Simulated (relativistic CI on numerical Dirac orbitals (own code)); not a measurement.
# Os LIV: sensitivity of the levels to the model

Base calculation: Dirac-Coulomb-Breit CI, KLI orbitals optimised for each configuration, model QED (radiative potential, 1s self-energy scaled to tabulated hydrogen-like ionisation energies), unscaled Slater integrals.

Configuration list (outside the closed core [Ne]): 3s²3p⁶3d⁵, 3s²3p⁵3d⁶, 3s²3p⁴3d⁷, 3s3p⁶3d⁶, 3p⁶3d⁷, 3s3p⁵3d⁷, 3s²3p⁶3d⁴4s, 3s²3p⁶3d⁴4p, 3s²3p⁴3d⁶4s, 3s²3p⁵3d⁵4s, 3s²3p⁶3d⁴4f, 3p⁶3d⁶4s, 3s²3p⁶3d³4s², 3s²3p⁶3d⁴5s, 3p⁶3d⁵4s². Levels of other configurations are missing.

Variants: (1) valence Slater integrals scaled by 0.9; (2) only the first 3 configurations; (3) only the first configuration. Shifts of the energy above 3s²3p⁶3d⁵ ²D5/2, in eV, for the lowest level and the first level of each name with at least 55 % of one term (blank where a level changes its place among those of its configuration and J or its character, or is not in the variant):

| Level | Base | Δ(1) | Δ(2) | Δ(3) |
| --- | --- | --- | --- | --- |
| 3s²3p⁶3d⁵ ²D5/2 | 0.000 | 0.000 | 0.000 | 0.000 |
| 3s²3p⁶3d⁵ ²D3/2 | 113.836 | -2.813 | -0.037 | +0.668 |
| 3s²3p⁶3d⁵ ⁴G9/2 | 158.066 | -0.069 | -0.133 | -1.522 |
| 3s²3p⁶3d⁵ ²I13/2 | 161.392 | -0.637 | -0.369 | -2.397 |
| 3s²3p⁶3d⁵ ⁴D1/2 | 163.197 | -0.209 | +0.100 | -0.625 |
| 3s²3p⁶3d⁵ ²G7/2 | 173.795 | -1.531 | +0.117 | -0.799 |
| 3s²3p⁶3d⁵ ⁴F5/2 | 175.857 | -1.519 | -0.087 | -0.250 |
| 3s²3p⁶3d⁵ ²P3/2 | 208.525 | -4.743 | +0.264 | +0.689 |
| 3s²3p⁵3d⁶ ⁴H°13/2 | 476.305 | +2.534 | -0.084 |  |
| 3s²3p⁵3d⁶ ⁴I°15/2 | 485.241 | +1.478 | -0.368 |  |

At this charge energies of transitions that change n are usually good to better than 1 %, and those within a shell (Δn = 0) to a few per cent.

Ionisation energy from the two ground configurations alone: base 5051.79 eV. The NIST ASD value (theoretical) is 5052 eV.

LS names give the leading component of a level, which can be under half, so a name can repeat, a term be missing and a line seem to break the LS rules.
